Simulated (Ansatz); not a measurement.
System: fluoro(dimethyl)borane, C₂H₆BF, net charge 0, singlet state. 
Structure (B3LYP-D3(BJ)/def2-TZVP (Ansatz, an electronic-structure program) minimum search):
```
B
F 1 1.3424
C 1 1.5646 2 117.56
H 3 1.0911 1 113.07 2 -23.94
H 3 1.0918 4 109.52 1 126.55
H 3 1.0978 4 107.02 5 114.57
C 1 1.5647 2 117.47 3 -179.98
H 7 1.0912 1 112.94 2 -26.07
H 7 1.0916 8 109.52 1 126.69
H 7 1.0978 8 106.87 9 114.66
```

Property: atomisation energy (electronic, to ground-state atoms), in eV. Cores are frozen in the correlated levels unless marked. UHF or UKS for open shells. No spin-orbit coupling. Non-relativistic. The coupled-cluster limit lacks core correlation, which all-electron functionals hold. Basis-set limits of correlation are two-point, X^-3; Hartree-Fock from the larger set. The bracket is a focal-point correction in the basis named.

```json
[
 {"level": "HF/cc-pVDZ", "program": "Ansatz", "atomisation energy (eV)": "31.79", "minus last row": "-9.78", "rough core time": "-"},
 {"level": "BLYP-D3(BJ)/def2-TZVPD", "program": "Ansatz + dftd3", "atomisation energy (eV)": "41.45", "minus last row": "-0.12", "rough core time": "under 20 s"},
 {"level": "PBE0/6-31G*", "program": "Ansatz", "atomisation energy (eV)": "41.88", "minus last row": "0.31", "rough core time": "under 20 s"},
 {"level": "CAM-B3LYP/def2-TZVPD", "program": "Ansatz", "atomisation energy (eV)": "41.78", "minus last row": "0.21", "rough core time": "under 20 s"},
 {"level": "LC-wPBE-D3(BJ)/def2-TZVPD", "program": "Ansatz + dftd3", "atomisation energy (eV)": "41.78", "minus last row": "0.21", "rough core time": "under 20 s"},
 {"level": "LC-wPBE/def2-TZVPD", "program": "Ansatz", "atomisation energy (eV)": "41.65", "minus last row": "0.08", "rough core time": "under 20 s"},
 {"level": "wB97M-V/def2-TZVPD", "program": "Ansatz", "atomisation energy (eV)": "41.71", "minus last row": "0.14", "rough core time": "under 20 s"},
 {"level": "wB97X/def2-TZVPD", "program": "Ansatz", "atomisation energy (eV)": "41.60", "minus last row": "0.03", "rough core time": "under 20 s"},
 {"level": "MP2/aug-cc-pVTZ", "program": "Ansatz", "atomisation energy (eV)": "41.47", "minus last row": "-0.10", "rough core time": "-"},
 {"level": "RI-MP2/aug-cc-pVQZ", "program": "Ansatz", "atomisation energy (eV)": "41.88", "minus last row": "0.31", "rough core time": "under 20 s"},
 {"level": "CCSD/aug-cc-pVDZ", "program": "Ansatz", "atomisation energy (eV)": "38.68", "minus last row": "-2.89", "rough core time": "-"},
 {"level": "CCSD/cc-pVDZ", "program": "Ansatz", "atomisation energy (eV)": "38.49", "minus last row": "-3.08", "rough core time": "-"},
 {"level": "CCSD(T)/cc-pVDZ", "program": "Ansatz", "atomisation energy (eV)": "38.78", "minus last row": "-2.79", "rough core time": "under 20 s"},
 {"level": "CCSD(T) with core electrons/cc-pwCVTZ", "program": "Ansatz", "atomisation energy (eV)": "40.94", "minus last row": "-0.63", "rough core time": "5 min"},
 {"level": "RI-MP2/CBS(aug-cc-pVTZ,aug-cc-pVQZ)+[CCSD(T)-MP2]/aug-cc-pVTZ", "program": "Ansatz", "atomisation energy (eV)": "41.57", "minus last row": "0.00", "rough core time": "-"}
]
```

Core times are rough, on shared machines, summed over the molecules involved; a dash marks a level read off another run, or run on other hardware, by another program or under a memory cap.
